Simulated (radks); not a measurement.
Species: the tin ion Sn2+. Configuration: [Kr] 4d10 5s2. Calculated with a radial shooting solver on a logarithmic mesh with Libxc functionals: scalar-relativistic Kohn-Sham, PBE, spin-polarised, spherical densities, finite nucleus; Fermi nuclear charge, rms radius 4.6519 fm. Some entries of the table are withheld. Estimate them.

| orbital | occ. | eigenvalue (eV) | <r> (bohr) | r(max) (bohr) |
|---|---|---|---|---|
| 1s | 2 | -29030.09 | 0.02906 | 0.01878 |
| 2s | 2 | -4397.440 | 0.1255 | 0.1061 |
| 2p | 6 | -3949.522 | 0.1096 | 0.08494 |
| 3s | 2 | -862.7195 | 0.3394 | 0.3075 |
| 3p | 6 | -716.3248 | 0.3377 | 0.3009 |
| 3d | 10 | -490.9344 | 0.3146 | 0.2511 |
| 4s | 2 | (1) | (2) | 0.7456 |
| 4p | 6 | (3) | 0.8856 | 0.7884 |
| 4d | 10 | -43.2093 | 1.091 | 0.8864 |
| 5s | 2 | -26.0907 | 2.216 | 1.943 |
| 5p | 0 | -17.7920 | 2.677 | 2.310 |

Answer. 
(1) 4s eigenvalue (eV): -151.3784
(2) 4s <r> (bohr): 0.8186
(3) 4p eigenvalue (eV): -107.1540
